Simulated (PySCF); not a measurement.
## Working out the ionisation energy of Cd²⁺

Cd²⁺ [Kr] 4d10 (1S) → Cd³⁺ [Kr] 4d9 (2D). Computed with PySCF 2.14 in aug-cc-pwCVDZ-PP with ECP28MDF (6s6p5d3f, 70 functions), with a scalar-relativistic core potential. Frozen: nothing. Energies in hartree (1 hartree = 27.21139 eV):

```csv
part,Cd²⁺ (lower),Cd³⁺ (upper)
UHF,-165.996350,-164.676259
MP2 opposite-spin,-0.382961,-0.345060
MP2 same-spin,-0.189485,-0.164939
```

Problem. What does Hartree-Fock give?

Solution. (-164.676259) − (-165.996350) = 1.320091 hartree = 35.922 eV.

Problem. What do MP2 and SCS-MP2 (6/5 opposite-spin, 1/3 same-spin) give?

Solution. The opposite-spin parts differ by 1.031 eV and the same-spin parts by 0.668 eV. MP2: 35.922 + (1.031) + (0.668) = 37.621 eV. SCS-MP2: 35.922 + 1.2 × (1.031) + (0.668)/3 = 37.382 eV.

Reference: 37.468 ± 0.006 eV (measured; NIST Atomic Spectra Database, ionization energies), between the lowest levels; spin-orbit coupling is absent from the calculation.

A double-zeta basis recovers only part of the correlation energy.

What remains against the reference includes basis incompleteness and correlation beyond second order.
